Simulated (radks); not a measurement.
Task: V13+, configuration 1s1 2s2 2p6 3s1 (not the ground configuration). All-electron calculation, scalar-relativistic Kohn-Sham, BLYP, spin-polarised, spherical densities, finite nucleus; open shells are filled with parallel spins first; Fermi nuclear charge, rms radius 3.6002 fm. Program: a radial shooting solver on a logarithmic mesh with Libxc functionals. Some entries of the table are withheld. Estimate them.

| orbital | occ. | eigenvalue (hartree) | <r^2> (bohr^2) |
|---|---|---|---|
| 1s up | 1 | -222.1084 | 0.005726 |
| 2s up | 1 | -37.41176 | (1) |
| 2s down | 1 | -37.13513 | (2) |
| 2p up | 3 | -34.26671 | 0.08004 |
| 2p down | 3 | -34.07088 | 0.08075 |
| 3s up | 1 | -13.57589 | 0.6486 |

Result: 
(1) 2s up <r^2> (bohr^2): 0.1015
(2) 2s down <r^2> (bohr^2): 0.1025
